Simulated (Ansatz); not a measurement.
Reaction (ligand exchange at the Si–C bond): `C#C[SiH2]CO` + `BN` → `BN[SiH2]CO` + acetylene

Program: Ansatz. Geometries: PBE0-D4/def2-TZVP. ΔE: electronic, gas phase. CCSD(T)/CBS adds triple-zeta CCSD(T) − MP2 to the extrapolated MP2 energy (def2 sets, frozen cores). This one scheme is used for every species. DFT in def2-TZVPP. One conformer a species, not always the lowest.

`C#C[SiH2]CO`:

```xyz
11

C     1.019    2.290   -0.433
C     0.369    1.446    0.135
Si   -0.589    0.092    0.910
C    -0.140   -1.463   -0.065
O    -0.280   -1.260   -1.462
H     1.589    3.046   -0.923
H    -0.210   -0.024    2.342
H    -2.032    0.413    0.792
H     0.875   -1.793    0.199
H    -0.815   -2.279    0.205
H     0.214   -0.469   -1.700
```

`BN`:

```xyz
6

B    -0.680   -0.043   -0.037
N     0.700    0.044    0.038
H    -1.263    0.634   -0.834
H    -1.255   -0.793    0.699
H     1.252   -0.494    0.683
H     1.246    0.652   -0.549
```

`BN[SiH2]CO`:

Cartesian coordinates in Å:
```
B -1.674 1.488 -0.434
N -0.339 1.281 -0.792
Si 0.806 0.336 0.132
C 0.429 -1.510 0.054
O 1.266 -2.239 0.946
H -2.070 1.012 0.594
H -2.400 2.127 -1.142
H -0.015 1.688 -1.657
H 2.162 0.615 -0.405
H 0.749 0.736 1.565
H -0.637 -1.699 0.245
H 0.635 -1.896 -0.948
H 1.089 -1.939 1.841
```

`C#C`:

```xyz
4

C    -0.365   -0.443    0.170
C     0.365    0.443   -0.170
H    -1.015   -1.230    0.472
H     1.015    1.230   -0.472
```

| level | ΔE (kJ/mol) | difference from CCSD(T)/CBS |
| --- | --- | --- |
| PBE-D4 | 10.5 | 10.6 |
| PBE0-D4 | 7.2 | 7.3 |
| ωB97M-V | 0.8 | 0.9 |
| B2PLYP | 3.1 | 3.2 |
| PBE | 11.7 | 11.8 |
| HF/def2-TZVPP | -4.8 | -4.7 |
| MP2/def2-TZVPP | 2.3 | 2.4 |
| CCSD(T)/def2-TZVPP | 0.6 | 0.7 |
| MP2/CBS(def2) | 1.7 | 1.8 |
| CCSD/CBS(def2) | -1.8 | -1.7 |
| CCSD(T)/CBS | -0.1 | 0 |

Largest T1 diagnostic among the species: 0.013.

In def2-TZVPP, CCSD(T) changes the Hartree–Fock value by +5.4 kJ/mol (the triples alone add +1.7 kJ/mol) and MP2 by +7.2 kJ/mol. From PBE to PBE0 (25 % exact exchange), in def2-TZVPP and without D4, ΔE moves by −3.5 kJ/mol.
